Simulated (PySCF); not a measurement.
**Dipole response of Ne (neon, neutral)**

[Ne], closed-shell 1S. Computed with PySCF 2.14 in aug-cc-pCVTZ-DK with one added diffuse shell each of s, p, d, f type (8s7p5d3f, 75 functions), with scalar relativity by spin-free X2C-1e. Coupled (time-dependent) response in atomic units; α is the mean over directions.

| method | mean α (bohr³) | C₆ (like pair) | S(−4) |
| --- | --- | --- | --- |
| UHF | 2.381 | 5.551 | 2.091 |
| PBE | 3.068 | 7.446 | 4.500 |
| PBE0 | 2.811 | 6.735 | 3.446 |
| r2SCANh | 2.790 | 6.798 | 3.260 |
| TPSS | 2.989 | 7.254 | 4.155 |

S(−4) is the Cauchy moment in α(ω) = α(0) + S(−4) ω² + …

Reference α: 2.661 bohr³ (recommended; Schwerdtfeger and Nagle, table of static dipole polarizabilities (2023 update)). Published C₆: 6.200 (Chu and Dalgarno (2004); Tang, Norbeck and Certain (1976)).

α(iu) at TPSS:

| u (hartree) | α(iu) (bohr³) |
| --- | --- |
| 0 | 2.989 |
| 0.0500 | 2.978 |
| 0.100 | 2.948 |
| 0.200 | 2.837 |
| 0.300 | 2.679 |
| 0.500 | 2.314 |
| 0.750 | 1.890 |
| 1.00 | 1.552 |
| 1.50 | 1.087 |
| 2.00 | 0.7987 |
| 3.00 | 0.4797 |
| 5.00 | 0.2269 |

A single London oscillator, α(iu) = α/(1 + u²/ω²), gives C₆ = (3/4) ω α². Matching the computed C₆ needs ω = 4 × 7.254 / (3 × 2.989²) = 1.08 hartree.
